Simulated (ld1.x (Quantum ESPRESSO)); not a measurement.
**What one change does to a pseudopotential (V (Z = 23), RRKJ)**

* Element: V
* Generator: ld1.x (Quantum ESPRESSO) 7.5
* Type: norm-conserving RRKJ (Kleinman–Bylander form)
* Functional: LDA (PZ)
* Relativity: scalar-relativistic
* Frozen core: [Ar]
* Valence charge: 5
* Reference configuration: 3d3 4s2 4p0
* Partial waves: 4s (bound): rc 2.95 bohr; 3d (bound): rc 1.85 bohr; 4p (bound, empty): rc 2.40 bohr
* Local potential: the p channel
* Core correction: a·sin(br)/r model core inside 1.20 bohr
* rho0: 0.001

All-electron outer shells of the reference configuration (LDA (PZ), scalar-relativistic, ld1.x):

| shell | level (eV) | outermost node (bohr) | outermost maximum (bohr) |
| --- | --- | --- | --- |
| 3s | -69.83 | 0.38 | 0.82 |
| 3p | -43.95 | 0.35 | 0.84 |
| 3d | -5.38 | – | 0.88 |
| 4s | -4.85 | 1.17 | 2.72 |
| 4p | -1.53 | 1.30 | 3.63 |

Change: wave 4s (bound): rc 2.95 bohr becomes 4s (bound): rc 3.58 bohr.

Cutoffs: the cutoffs (Ry, on a coarse ladder) from which the occupation-weighted sum of valence levels, in a spherical-Bessel basis at the reference potential, stays within 10 and 1 mRy of its value at 400 Ry; they do not see the model core or the augmentation charge, which bear on the density cutoff. Errors are all-electron minus pseudo energies relative to the spin-unpolarised reference configuration.

Question: How do hardness, ghosts and transferability respond?

Answer: The potential gets neither clearly harder nor softer (50 Ry and 55 Ry → 50 Ry and 55 Ry); both files keep a bound ghost (s); of the 9 tests that both files solve, the error grows in 4 and shrinks in 0 by more than 15 % and 0.3 meV (median size 207.8 → 191.4 meV). More of the atom is replaced by a form fitted at one configuration, so other configurations suffer.

| quantity | base | changed |
| --- | --- | --- |
| cutoff, loose | 50 Ry | 50 Ry |
| cutoff, tight | 55 Ry | 55 Ry |
| bound ghosts | s | s |
| error for 3d3 4s1 4p0, meV [ΔE 7.94 eV] | -6.5 | -7.3 |
| error for 3d3 4s0 4p0, meV [ΔE 22.49 eV] | -37 | -48 |
| error for 3d2 4s0 4p0, meV [ΔE 51.64 eV] | -452 | -529 |
| error for 3d4 4s1 4p0, meV [ΔE 0.54 eV] | -208 | -191 |
| error for 3d3 4s1 4p1, meV [ΔE 3.41 eV] | -1.1 | -2.5 |
| error for 3d2 4s2 4p0, meV [ΔE 11.22 eV] | -357 | -328 |
| error for 3d3 4s0 4p1, meV [ΔE 12.12 eV] | -2.3 | -9.8 |
| error for 3d3 4s2 4p0 (spin-polarised), meV [ΔE -1.63 eV] | +257 | +258 |
| error for 3d3 4s1 4p0 (spin-polarised), meV [ΔE 5.57 eV] | +267 | +270 |

 A true bound ghost makes a file unfit for plane-wave use even where its test errors are small: the radial tests pick states by their node count and pass the ghost by.
